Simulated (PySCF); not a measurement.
C4H10OSi, SMILES C/C=C/OC[SiH3].

Coordinates come from a PBE0-D3(BJ)/def2-SVP optimisation. The structure was generated by enumeration; whether it is a known compound was not checked. One conformer was computed; it need not be the lowest.

Two levels are set side by side: PBE/def2-TZVP (PySCF) and B3LYP/def2-TZVP (PySCF). Same geometry, gas phase. Differences are taken from unrounded values.

| quantity | PBE |
|---|---|
| orbital gap (eV) | 4.79 |
| highest occupied level (eV) | -5.07 |
| lowest empty level (eV) | -0.28 |
| dipole moment (D) | 1.25 |
| mean polarisability (bohr³) | 88.3 |

Task: These are the PBE values. What does B3LYP give? (The exact figures need the calculation; the answer reports its results.)

Result: 
```json
[
 {"quantity": "orbital gap (eV)", "B3LYP": "6.42", "PBE minus B3LYP": "-1.63"},
 {"quantity": "highest occupied level (eV)", "B3LYP": "-6.03", "PBE minus B3LYP": "0.96"},
 {"quantity": "lowest empty level (eV)", "B3LYP": "0.38", "PBE minus B3LYP": "-0.67"},
 {"quantity": "dipole moment (D)", "B3LYP": "1.32", "PBE minus B3LYP": "-0.06"},
 {"quantity": "mean polarisability (bohr³)", "B3LYP": "85.3", "PBE minus B3LYP": "3.0"}
]
```

Without exact exchange PBE keeps part of each electron's self-repulsion, which lifts occupied levels and narrows the gap. PBE's more diffuse valence density responds more strongly to a field. Differences between two approximate levels are no errors against the true value.

Rough cost on one machine, each run with all the roots and properties that it gave: B3LYP against PBE within a factor of 2.
